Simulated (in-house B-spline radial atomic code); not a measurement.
wB97X excitations of Yb III (Yb2+)

Method: wB97X. Computed with an all-electron radial atomic-structure program (B-spline basis): linear response of the closed shell [Xe] 4f14 with the functional's adiabatic kernel; scalar-relativistic (spin-free one-electron X2C), finite nucleus, no spin-orbit coupling, no double excitations, S, P, D and F terms only; shells from n = 3 respond. Only terms of natural parity with L up to 3 were computed.

Spin-orbit coupling is strong here, so these LS terms don't match observed levels.

Command:
```bash
python run_td.py task.json out
```
Settings (radii: box in bohr, nucleus in fm):
```
Z                        70
electrons                68
configuration            [Xe] 4f14
hamiltonian              x2c
method                   wb97x
box_radius               29.48
rms_radius               5.3108
intervals                72
```

Time taken, with all properties: 12 s on 1 thread of Arm Neoverse N1 (shared host).

The lowest states, in the order of their Tamm-Dancoff energies; the method's threshold (minus the highest occupied level) is 22.619 eV. Labels give the largest channel, * marks a mixed state, and oscillator strengths are full-response dipole values. Semilocal kernels can invert the small singlet-triplet splittings of Rydberg terms. Energies in eV:

| state | full response | Tamm-Dancoff | oscillator strength |
| --- | --- | --- | --- |
| 4f → 6s 3F | 3.727 | 3.733 | - |
| 4f → 6s 1F | 3.802 | 3.807 | - |
| 4f → 5d 3P | ? | ? | - |
| 4f → 5d 3F | 4.561 | 4.596 | - |
| 4f → 5d 1F | 4.993 | 5.003 | - |
| 4f → 5d 1P | 5.943 | 6.413 | 0.116 |
| 4f → 6p 3D | 8.557 | 8.564 | - |
| 4f → 6p 1D | 8.763 | 8.772 | - |
| 4f → 7s 3F | 12.979 | 12.981 | - |
| 4f → 7s 1F | 13.049 | 13.050 | - |
| 4f → 6d 3P | 13.624 | 13.636 | - |
| 4f → 6d 3F | 13.791 | 13.796 | - |
| 4f → 6d 1F | 13.926 | 13.928 | - |
| 4f → 6d 1P | 14.057 | 14.113 | 0.000136 |
| 4f → 7p 3D | ? | ? | - |
| 4f → 7p 1D | 14.858 | 14.861 | - |

(1) Where does 4f → 7p 3D lie?

(2) Where does 4f → 5d 3P lie?

(3) How large is the singlet-triplet splitting of 4f → 6s (F terms) in Tamm-Dancoff?

(4) What polarisabilities and dispersion coefficient does the method give?

Results:

(1) At 14.769 eV in full response, 14.771 eV in Tamm-Dancoff.

(2) At 4.156 eV in full response, 4.241 eV in Tamm-Dancoff.

(3) 0.0741 eV, from the unrounded values.

(4) Dipole 7.429 bohr³, quadrupole 17.41 bohr⁵, C6 36.37 hartree·bohr⁶ for two such species.
